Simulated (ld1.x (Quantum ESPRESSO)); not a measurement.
**Building the PAW potential for Ti (Z = 22) (PBEsol, scalar-relativistic).**

```json
{
  "Element": "titanium (Ti)",
  "Generator": "ld1.x (Quantum ESPRESSO) 7.5",
  "Type": "PAW",
  "Functional": "PBEsol",
  "Relativity": "scalar-relativistic",
  "Frozen core": "[Ne]",
  "Valence charge": "12",
  "Reference configuration": "3s2 3p6 3d1 4s0 4p0 (charge +3)",
  "Partial waves": "3s (bound): rcut 1.30, rcutus 1.75 bohr; 4s (bound, empty): rcut 1.30, rcutus 1.75 bohr; 3p (bound): rcut 1.80, rcutus 2.05 bohr; 4p (bound, empty): rcut 1.80, rcutus 2.05 bohr; 3d (bound): rcut 1.70, rcutus 2.40 bohr; 3d channel at 0.05 Ry: rcut 1.70, rcutus 2.40 bohr; 4f channel at -0.05 Ry: rcut 2.30, rcutus 2.55 bohr; 4f channel at 2.65 Ry: rcut 2.30, rcutus 2.55 bohr",
  "Local potential": "all-electron potential smoothed inside 1.55 bohr (lloc = -1)",
  "Core correction": "Bessel-smoothed model core inside 1.80 bohr",
  "Augmentation charge": "BESSEL, radius 1.05 bohr"
}
```

What the tests gave:

```
Cutoffs needed                            : 21 Ry and 35 Ry (the cutoffs (Ry, on a coarse ladder) from which the occupation-weighted sum of valence levels, in a spherical-Bessel basis at the reference potential, stays within 10 and 1 mRy of its value at 400 Ry) The cutoffs count occupied waves only; the empty 4s level needs 30 Ry at the loose tolerance.
Ghost test                                : no extra level below or beside the all-electron valence levels (s, p, d, f tested) (spherical-Bessel basis up to 400 Ry, 20 bohr box)
Largest excitation error                  : -37 meV (all-electron minus pseudo) for 3s2 3p6 3d0 4s0 4p0, out of 7 test configurations
Lowest eigenvalue of the overlap operator : 0.05 (s channel)
```

Generation and tests took about 2.6 s on one core of a shared server CPU.
